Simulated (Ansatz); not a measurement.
Abridged output of a molecular run in Ansatz:

```
Functional definition: HF
1176 factors; integrals over basis functions are off by at most 1.3e-3 eV
mean field evaluation 1: about -5936.2256 eV, gradient 3.6e1 eV
mean field evaluation 2: about -5936.3472 eV, gradient 3.6e1 eV
mean field evaluation 4: about -5939.6590 eV, gradient 4.5e0 eV
mean field evaluation 8: about -5939.7162 eV, gradient 1.5e-4 eV
mean field -5939.71622914 eV, -218.2805453367 hartree, gradient 6.5e-7 eV, S^2 0.000000; 0 other end points of the search recorded, 0 dependent functions left out
5 core orbitals not correlated: weight in the atoms' cores, before any rotation towards them, 1.000 or more for the frozen orbitals, at most 0.000 for the correlated occupied ones
reference -5939.71622914 eV, -218.2805453367 hartree; 15, 15 occupied and 95, 95 virtual orbitals, 1176 factors
second order -19.07851997 eV of doubles, -0.00000000 eV of singles
cycle   1  -20.09838201 eV  change    -1.0e0 eV  update   9.9e-2
cycle   2  -20.61229889 eV  change   -5.1e-1 eV  update   2.8e-2
cycle   3  -20.73727612 eV  change   -1.2e-1 eV  update   1.6e-2
cycle   4  -20.73470519 eV  change    2.6e-3 eV  update   4.6e-3
cycle   5  -20.73442510 eV  change    2.8e-4 eV  update   1.9e-3
cycle   6  -20.73424120 eV  change    1.8e-4 eV  update   5.8e-4
cycle   7  -20.73397085 eV  change    2.7e-4 eV  update   1.7e-4
cycle   8  -20.73395916 eV  change    1.2e-5 eV  update   4.9e-5
cycle   9  -20.73396274 eV  change   -3.6e-6 eV  update   1.3e-5
perturbative correction -0.56751815 eV, -0.0208559073 hartree
Total energy: -5961.01771003 eV, -219.0633603207 hartree
```

Its atoms:

Cartesian coordinates in Å:
```
C 1.747 1.701 0.712
B 0.817 0.860 -0.217
O 0.385 -0.350 0.189
C -0.475 -1.153 -0.603
C -1.822 -1.293 0.063
H 1.291 2.675 0.922
H 2.689 1.926 0.199
H 1.973 1.208 1.659
H 0.467 1.260 -1.303
H -0.576 -0.712 -1.601
H 0.003 -2.131 -0.710
H -2.464 -1.959 -0.519
H -1.714 -1.709 1.066
H -2.318 -0.323 0.144
```

(1) Which basis set was used?
A. cc-pV(T+d)Z
B. def2-SVPD
C. def2-TZVPP
D. def2-SVP

(2) Write the keys of the input that set method, charge and spin (a neutral closed shell needs none for the last two).

## Answers

(1) D. It gives 115 functions.

(2) 
```yaml
correlation: {method: ccsd_t}
```
